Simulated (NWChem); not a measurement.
# BiBr2F; SMILES [F][Bi]([Br])[Br]

Program: NWChem. Medium grid unless said otherwise, to which SCAN and Minnesota functionals are sensitive. Geometry: optimised at PBE-D3(BJ)/def2-SVP. def2 effective core potentials on Bi; no spin-orbit coupling.

**Question.** Order these by “orbital gap (eV)”, lowest first: LDA (Slater exchange, VWN5)/def2-SVP; r2SCAN0/def2-SVP; BHandHLYP/def2-SVP; B3LYP/def2-SVP; LC-BLYP (range parameter 0.33 per bohr)/def2-SVP.

**Answer.** LDA (Slater exchange, VWN5)/def2-SVP (3.77), B3LYP/def2-SVP (5.30), r2SCAN0/def2-SVP (6.07), BHandHLYP/def2-SVP (7.58), LC-BLYP (range parameter 0.33 per bohr)/def2-SVP (9.62)
